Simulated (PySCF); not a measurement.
iodine monochloride cation (ClI), SMILES ClI (connectivity only; charge and spin as stated), charge +1, multiplicity 2.

The structure is a stationary point at PBE-D3(BJ)/def2-TZVP. The spin state was assumed, not searched. The def2 effective core potentials stand for the cores of I; spin–orbit coupling is left out.

The numbers are results of PBE-D3(BJ)/def2-TZVP run with PySCF, not measurements.

Frequencies are harmonic and unscaled.

```csv
mode,ν (cm⁻¹),IR (km/mol),moving atoms (share of kinetic energy)
1,425,1.3,"Cl 78 %, I 22 %"
```
